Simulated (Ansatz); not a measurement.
Molecule: C4H8Cl2, net charge 0, singlet state. 
Structure (B3LYP-D3(BJ)/def2-TZVP (Ansatz, an electronic-structure program) minimum search):
SMILES: C([C@@H](Cl)C)CCl
```xyz
14

C     -2.3265     0.7480     0.5144
C     -0.9958     0.2045     0.0361
C      0.1046     0.3336     1.0767
C      1.4816    -0.1025     0.6208
Cl     2.1038     0.9384    -0.7235
Cl    -1.1968    -1.5530    -0.4249
H     -2.2255     1.8138     0.7343
H     -3.0951     0.6250    -0.2470
H     -2.6534     0.2373     1.4212
H     -0.6912     0.6879    -0.8893
H     -0.1643    -0.2606     1.9556
H      0.1448     1.3798     1.3929
H      1.4753    -1.1200     0.2408
H      2.2061    -0.0175     1.4261
```
Charge 0, spin multiplicity 1.

Basis-set convergence of Hartree-Fock and CCSD(T) correlation energies (hartree) with Ansatz. Correlated levels leave the core frozen unless marked. Spin-orbit coupling is left out. Non-relativistic.

```json
[
 {"basis": "cc-pV(D+d)Z", "functions": "142", "E(HF)": "-1075.16299", "E(corr, CCSD(T))": "-0.95241"},
 {"basis": "cc-pV(T+d)Z", "functions": "310", "E(HF)": "-1075.23653", "E(corr, CCSD(T))": "-1.19632"},
 {"basis": "cc-pV(Q+d)Z", "functions": "588", "E(HF)": "-1075.25353", "E(corr, CCSD(T))": "-1.27370"}
]
```

Extrapolating the two largest sets (X = 3 and 4) as X^-3: E(corr) = (64·(-1.27370) - 27·(-1.19632))/37 = -1.3302 Eh, an estimate of the basis-set limit. The largest set recovers 95.8 % of it, the smallest 71.6 %.
